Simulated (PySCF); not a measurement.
Species: BH6NO3Si.
Bonds: N1–Si2, Si2–O3, O3–B4, B4–O5, B4–O6. Hydrogens: H7, H8 on N1; H9, H10 on Si2; H11 on O5; H12 on O6.

Level of theory: PBE0-D3(BJ)/def2-SVP geometry optimisation, gas phase in PySCF 2.14.0.

Task: List the bond lengths, angles and torsions at this level.

Result: 
```csv
bond,length (bohr)
N1–Si2,3.243
Si2–O3,3.185
O3–B4,2.573
"B4–O5, B4–O6",2.582
"N1–H7, N1–H8",1.917
"Si2–H9, Si2–H10",2.812
"O5–H11, O6–H12",1.818
```

Bonds in one row agree within 0.02 bohr and their mean is given. A selection of angles:
```csv
angle,degrees
Si2–N1–H7,117.8
Si2–N1–H8,119.9
H7–N1–H8,110.9
N1–Si2–O3,115.3
N1–Si2–H9,108.0
N1–Si2–H10,108.9
O3–Si2–H9,105.2
O3–Si2–H10,107.1
H9–Si2–H10,112.2
Si2–O3–B4,127.2
O3–B4–O5,119.8
O3–B4–O6,120.8
O5–B4–O6,119.4
B4–O5–H11,111.5
```

Dihedral angles: N1–Si2–O3–B4 -50° (synclinal); Si2–O3–B4–O5 3° (synperiplanar); H11–O5–B4–O3 -179° (antiperiplanar); H12–O6–B4–O3 1° (synperiplanar). The mirror-image conformer, all signs reversed, is as good.

B4 (three-coordinate boron) is planar (angles 120.8°, 119.8° and 119.4°, sum 360.0°, 0.00 Å off the plane of its three neighbours). N1 (silicon-bound nitrogen) has angles 119.9°, 117.8° and 110.9°, sum 348.6°, 0.23 Å off the plane of its three neighbours. Of the pairs four or more bonds apart, O5···H7 is among the closest relative to their van der Waals radii: 2.80 Å, 103 % of the sum of Bondi's values. Si2 (oxygen-bound silicon) is distorted tetrahedral (angles from 105.2° to 115.3°). O3 (boron-bound oxygen) is bent (angle 127.2°).

Point group: C1 (no symmetry element, even within 0.4 Å). Stationary, but not proved a minimum. The numbers are those of one conformer (H–N1–Si2–O3 64° and -76°, N1–Si2–O3–B4 -50°, Si2–O3–B4–O5 3°, O3–B4–O5–H -179°, O3–B4–O6–H 1°).

On one thread, Arm Neoverse V1 (aarch64), on a shared host, this took 3.4 min and 0.49 GiB of memory at its peak. This is the geometry optimisation.
